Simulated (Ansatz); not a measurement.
Coupled-cluster diagnostics for Si4 (the lowest singlet isomer of a short search), Ansatz.

Geometry of the singlet (r2SCAN-D4/def2-TZVP):

```xyz
4

Si    1.544    0.466   -1.150
Si   -1.546   -0.463    1.148
Si    0.326    0.845    0.780
Si   -0.324   -0.847   -0.778
```

Correlated methods freeze 20 core orbitals. At PBE0-D4/def2-TZVP a singlet of charge 0 lies 0.69 eV below the triplet, each at its own geometry. At PBE0-D4/def2-TZVP a singlet of charge 0 lies 2.65 eV below the quintet, each at its own geometry. The structure comes from a short search, and lower isomers may exist.

Geometry of the charge 0 triplet (r2SCAN-D4/def2-TZVP):

```xyz
4

Si   -1.643   -0.598   -0.722
Si    1.643    0.598    0.722
Si    0.614   -0.842   -0.701
Si   -0.614    0.841    0.701
```

Geometry of the charge 0 quintet (r2SCAN-D4/def2-TZVP):

```xyz
4

Si   -0.331   -1.446   -1.150
Si    0.438    1.060    1.485
Si   -1.246    0.178    0.194
Si    1.140    0.207   -0.529
```

**Question.** Estimate the CCSD(T) correlation energy, the shares of MP2 and (T), T1 and the reference's ⟨S²⟩ for: charge 0, singlet, own geometry in def2-TZVPP; charge 0, singlet, own geometry in def2-TZVPD; charge 0, triplet, own geometry in def2-TZVPP; charge 0, quintet, own geometry in def2-TZVPP; charge 1, doublet, vertical in def2-TZVPP; charge -1, doublet, vertical in def2-TZVPD; and the rough time on 2 threads of Arm Neoverse V1 on a shared host.

**Answer.** 
```csv
state,basis,correlation (eV),MP2 share (%),(T) share (%),T1,⟨S²⟩ (pure),wall time,remarks
"charge 0, singlet, own geometry",def2-TZVPP,-13.309,88.5,8.2,0.019,0.00 (0.00),8.5 s,restricted SCF unstable
"charge 0, singlet, own geometry",def2-TZVPD,-13.200,88.3,8.3,0.019,0.00 (0.00),9.5 s,restricted SCF unstable
"charge 0, triplet, own geometry",def2-TZVPP,-13.134,87.9,8.7,0.033,2.18 (2.00),21 s,spin-contaminated
"charge 0, quintet, own geometry",def2-TZVPP,-12.461,83.7,8.7,0.069,6.09 (6.00),43 s,large T1
"charge 1, doublet, vertical",def2-TZVPP,-12.614,85.7,8.9,0.061,1.14 (0.75),2.2 min,"large T1, spin-contaminated"
"charge -1, doublet, vertical",def2-TZVPD,-13.598,87.5,8.2,0.030,0.88 (0.75),35 s,spin-contaminated
```
Customary marks for T1 are 0.02 (closed shells), 0.045 (open shells) and about 0.05 (3d metals). T1 exceeds 0.02 in 4 of 6 rows and 0.045 in 2; the higher it lies, the less the single-reference result can be trusted.
